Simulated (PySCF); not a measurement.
# UHF on Ta(2+) (tantalum, charge +2)

Configuration: [Xe] 4f14 5d2 6s1, high-spin 4F determinant (an excited configuration). Calculation: PySCF 2.14, in ANO-RCC-VTZP; the spin-free X2C one-electron Hamiltonian (Gaussian nucleus).

| Quantity | Value |
| --- | --- |
| Total energy | -15598.705598 hartree |
| One-electron energy | -21368.9516 hartree |
| Hartree (Coulomb) energy | 6085.7596 hartree |
| Exchange energy | -315.5137 hartree |
| ⟨S²⟩ | 3.7555 |
| ⟨L²⟩ | 12.044 |
| Sum of ⟨r⟩ | 38.64 bohr |
| Sum of ⟨r²⟩ | 45.05 bohr² |
| Langevin diamagnetic susceptibility | -35.7 ×10⁻⁶ cm³/mol |

```tsv
shell	electrons	mean orbital energy (hartree)	spread (hartree)	rms radius, mean of both spins (bohr)
1s α	1	-2490.69136	0	0.0211
1s β	1	-2490.69011	0	0.0211
2s α	1	-433.60921	0	0.0853
2s β	1	-433.60189	0	0.0853
2p α	3	-381.08044	0	0.0775
2p β	3	-381.07439	0	0.0775
3s α	1	-102.09551	0	0.218
3s β	1	-102.09333	0	0.218
3p α	3	-86.11676	0	0.220
3p β	3	-86.11628	0	0.220
3d α	5	-66.85531	0.00760	0.201
3d β	5	-66.85173	0.00213	0.201
4s α	1	-22.51894	0	0.488
4s β	1	-22.50939	0	0.488
4p α	3	-17.15890	0	0.519
4p β	3	-17.15219	0	0.519
4d α	5	-10.06156	0.01901	0.564
4d β	5	-10.05105	0.00743	0.564
5s α	1	-3.91611	0	1.18
5s β	1	-3.82811	0	1.18
5p α	3	-2.50328	0	1.37
5p β	3	-2.37920	0	1.37
4f α	7	-2.16683	0.00304	0.701
4f β	7	-2.15840	0.01138	0.701
5d α	2	-0.97886	0	2.05
6s α	1	-0.82832	0	3.08
```

Spin-orbit coupling, absent here, splits the open shell strongly.

Densities and radii are taken from the X2C orbitals without a picture-change correction, which distorts them close to the nucleus.

Spin-orbit constants ζ (cm⁻¹) from the X2C one-electron operator on these orbitals: bare nucleus, nucleus screened by l(l+1)(2l+1)/3 electrons, and screened by the Breit-Pauli mean field of the electrons.

| shell | bare | screened nucleus | mean field |
| --- | --- | --- | --- |
| 2p | 6466000 | 6289000 | n/a |
| 3p | 1407000 | 1368000 | n/a |
| 3d | 219000 | 189000 | n/a |
| 4p | 317800 | 309100 | n/a |
| 4d | 42510 | 36690 | n/a |
| 4f | 7277 | 4486 | n/a |
| 5p | 41250 | 40120 | n/a |
| 5d | 2699 | 2330 | n/a |

To first order the Landé constant is A = 776.5 cm⁻¹, so the lowest level has J = 3/2 and lies 0.578 eV below the centre of the term. This holds in LS coupling only.
